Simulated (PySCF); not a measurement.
Ga: ionisation energy

Ga [Ar] 3d10 4s2 4p1 (2P) → Ga⁺ [Ar] 3d10 4s2 (1S), as a difference of total energies. Calculation: PySCF 2.14, in def2-TZVPPD (7s5p5d1f, 54 functions); the non-relativistic Hamiltonian (point nucleus). Correlated levels: valence: [Ar] 3d10 frozen; valence and next inner shell: [Ne] frozen. The calculations carry no spin-orbit coupling.

Q: Order these methods by the ionisation energy they give, lowest first.
A. SCS-MP2 (valence)
B. BP86
C. PBE0
D. UHF

A: D (5.548 eV), A (5.732 eV), C (5.997 eV), B (6.097 eV).

These non-relativistic numbers lack the scalar-relativistic shift.

Errors of the correlated levels include the incompleteness of this basis and the frozen core.

For comparison: 5.931 eV (measured; NIST levels, between the centres of gravity of the two terms).
